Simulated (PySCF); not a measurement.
**Selenium: a sound run and one with changed settings**

Sound run: Se [Ar] 3d10 4s2 4p4, Se+ [Ar] 3d10 4s2 4p3. Calculation: PySCF 2.14, in jorge-DZP-DKH (8s6p2d1f, 43 functions); scalar relativity by spin-free X2C-1e. The sound run starts from symmetry-adapted Hartree-Fock orbitals and uses a fine grid where one is needed.

Changed run: 14 angular points. This setting is unsound on purpose.

```
species  method  sound run (hartree)  changed run (hartree)  converged
     Se     UHF          -2427.93281            -2427.93281        yes
     Se  r2SCAN          -2429.64846            -2429.64829        yes
     Se    BP86          -2430.00087            -2430.00062        yes
    Se+     UHF          -2427.62254            -2427.62254        yes
    Se+  r2SCAN          -2429.29498            -2429.29498        yes
    Se+    BP86          -2429.64292            -2429.64292        yes
```

Ionisation energy of Se:

| method | sound run (eV) | changed run (eV) |
| --- | --- | --- |
| UHF | 8.443 | 8.443 |
| r2SCAN | 9.619 | 9.614 |
| BP86 | 9.741 | 9.734 |

A coarse angular grid integrates products of high-l functions wrongly, so density functionals can shift, and the SCF can exploit the error; Hartree-Fock and MP2 need no grid.

For comparison, NIST gives 9.752 eV between the lowest levels.
